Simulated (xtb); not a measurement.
C$_{2}$HF$_{2}$O$_{2}$ (SMILES O=C(O)[C](F)F), doublet, from a rough starting geometry; GFN2-xTB run with xtb.

Input for xtb:
```
$ xtb mol.xyz --gfn 2 --uhf 1 --opt vtight --json

# file mol.xyz
7

O      0.64745400     1.56215211     0.02270906
C      0.29688260     0.31440446     0.03570085
O      1.21327793    -0.68038331     0.07448573
C     -0.94461433    -0.15355929    -0.05195957
F     -2.02310542     0.67524763    -0.14763835
F     -1.29496475    -1.47195853    -0.03124139
H      2.13807671    -0.32477616     0.17509003
```

What the program printed (banner, timings and long lists left out):

```
   ID    Z sym.   atoms
    1    8 O      1, 3
    2    6 C      2, 4
    3    9 F      5, 6
    4    1 H      7

           -------------------------------------------------
          |                Calculation Setup                |
           -------------------------------------------------

           -------------------------------------------------
          |                 G F N 2 - x T B                 |
           -------------------------------------------------

          ...................................................
          :                      SETUP                      :
          :.................................................:
          :  # basis functions                  25          :
          :  # atomic orbitals                  25          :
          :  # shells                           13          :
          :  # electrons                        35          :
          :  max. iterations                   250          :
          :  Hamiltonian                  GFN2-xTB          :
          :  restarted?                      false          :
          :  GBSA solvation                  false          :
          :  PC potential                    false          :
          :  electronic temp.          300.0000000     K    :
          :  accuracy                    1.0000000          :
          :  -> integral cutoff          0.2500000E+02      :
          :  -> integral neglect         0.1000000E-07      :
          :  -> SCF convergence          0.1000000E-05 Eh   :
          :  -> wf. convergence          0.1000000E-03 e    :
          :  Broyden damping             0.4000000          :
          :  net charge                          0          :
          :  unpaired electrons                  1          :
          ...................................................

 iter      E             dE          RMSdq      gap      omega  full diag
   1    -22.3510593 -0.223511E+02  0.551E+00    5.13       0.0  T
   2    -22.3938556 -0.427964E-01  0.302E+00    5.08       1.0  T
   3    -22.4021946 -0.833901E-02  0.193E+00    5.14       1.0  T
   4    -22.4071773 -0.498266E-02  0.342E-01    5.18       1.0  T
   5    -22.4076877 -0.510372E-03  0.159E-01    5.15       1.0  T
   6    -22.4077552 -0.675769E-04  0.878E-02    5.14       1.0  T
   7    -22.4077853 -0.300188E-04  0.256E-02    5.15       1.5  T
   8    -22.4077861 -0.879393E-06  0.614E-03    5.15       6.2  T
[...]
         :: total energy             -22.299149188558 Eh    ::
 * total energy  :   -22.2991492 Eh     change       -0.6889778E-10 Eh
 * total energy  :   -22.3144445 Eh     change       -0.1529526E-01 Eh
 * total energy  :   -22.3173891 Eh     change       -0.2944691E-02 Eh
 * total energy  :   -22.3176731 Eh     change       -0.2839829E-03 Eh
 * total energy  :   -22.3177108 Eh     change       -0.3766587E-04 Eh
 * total energy  :   -22.3177173 Eh     change       -0.6471644E-05 Eh
 * total energy  :   -22.3177183 Eh     change       -0.1062238E-05 Eh
 * total energy  :   -22.3177186 Eh     change       -0.2341911E-06 Eh
 * total energy  :   -22.3177186 Eh     change       -0.2520909E-07 Eh
   *** GEOMETRY OPTIMIZATION CONVERGED AFTER 9 ITERATIONS ***
         :: total energy             -22.317718583488 Eh    ::
[...]

     #   Z          covCN         q      C6AA      α(0)
     1   8 O        0.857    -0.381    21.313     6.190
     2   6 C        2.690     0.333    21.337     7.560
     3   8 O        1.661    -0.369    20.253     6.075
     4   6 C        2.553     0.285    22.228     7.706
     5   9 F        0.786    -0.107    10.323     3.795
     6   9 F        0.786    -0.112    10.364     3.803
     7   1 H        0.804     0.351     0.585     1.202

 Mol. C6AA /au·bohr⁶  :        649.467434
 Mol. C8AA /au·bohr⁸  :      14317.820686
 Mol. α(0) /au        :         36.330755

Wiberg/Mayer (AO) data.
largest (>0.10) Wiberg bond orders for each atom

 ---------------------------------------------------------------------------
     #   Z sym  total        # sym  WBO       # sym  WBO       # sym  WBO
 ---------------------------------------------------------------------------
     1   8 O    2.020 --     2 C    1.649     3 O    0.175     4 C    0.139
     2   6 C    3.954 --     1 O    1.649     4 C    1.139     3 O    1.101
     3   8 O    2.185 --     2 C    1.101     7 H    0.856     1 O    0.175
     4   6 C    3.545 --     2 C    1.139     5 F    1.112     6 F    1.104
                             1 O    0.139
     5   9 F    1.256 --     4 C    1.112
     6   9 F    1.250 --     4 C    1.104
     7   1 H    0.877 --     3 O    0.856
 ---------------------------------------------------------------------------

Topologies differ in total number of bonds
Writing topology from bond orders to xtbtopo.mol

molecular dipole:
                 x           y           z       tot (Debye)
 q only:        0.467      -0.524       0.042
   full:        0.555      -0.571       0.049       2.028
molecular quadrupole (traceless):
                xx          xy          yy          xz          yz          zz
 q only:        4.178      -1.540      -5.387       0.246       0.022       1.209
  q+dip:        5.498      -0.802      -8.569       0.196       0.177       3.072
   full:        4.939      -1.186      -8.578       0.129       0.164       3.638

optimized geometry written to: xtbopt.xyz

           -------------------------------------------------
          | TOTAL ENERGY              -22.317718583488 Eh   |
          | GRADIENT NORM               0.000061299023 Eh/α |
          | HOMO-LUMO GAP               4.702998394993 eV   |
           -------------------------------------------------

normal termination of xtb
```
